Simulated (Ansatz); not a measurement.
Isolated molecules relaxed with PBE0-D4/def2-TZVP in Ansatz; ΔE leaves out vibrations. CCSD(T)/CBS adds triple-zeta CCSD(T) − MP2 to the extrapolated MP2 energy (def2 sets, frozen cores). This one scheme is used for every species. DFT in def2-TZVPP. Each species was taken in one conformer, which may not be the lowest.

Reaction (ligand exchange at the Si–F bond): `F[SiH]([SiH3])Cl` + CH₃NH₂ → `CN[SiH]([SiH3])Cl` + H–F

Problem. Is it downhill or uphill in electronic energy at CCSD(T)/CBS, and by how much? (Estimate.)

Solution. Computed: Uphill: ΔE = +66.0 kJ/mol.

Problem. What do these levels give: B97M-V, PBE0-D4, r2SCAN0-D4, CAM-B3LYP-D4, B2PLYP, PBE-QIDH, r2SCAN, LC-ωPBE, HF/def2-SVP, MP2/def2-SVP, HF/def2-TZVPP, MP2/def2-QZVPP? (Estimate.)

Solution. The calculation gave: B97M-V 79.2, PBE0-D4 63.3, r2SCAN0-D4 70.4, CAM-B3LYP-D4 73.8, B2PLYP 77.1, PBE-QIDH 66.9, r2SCAN 75.9, LC-ωPBE 73.3, HF/def2-SVP 77.8, MP2/def2-SVP 61.7, HF/def2-TZVPP 91.2, MP2/def2-QZVPP 62.5 kJ/mol.

Largest T1 diagnostic among the species: 0.012.

In def2-TZVPP, CCSD(T) changes the Hartree–Fock value by −24.1 kJ/mol (the triples alone add −3.6 kJ/mol) and MP2 by −28.6 kJ/mol. The D4 term adds −14.1 kJ/mol with B3LYP and −8.1 kJ/mol with PBE0; it sums over pairs of atoms, weighted by their polarisabilities, and B3LYP, whose exchange is more repulsive, gets the larger term.

B3LYP here is the variant with VWN-RPA as its local correlation; programs differ in this.
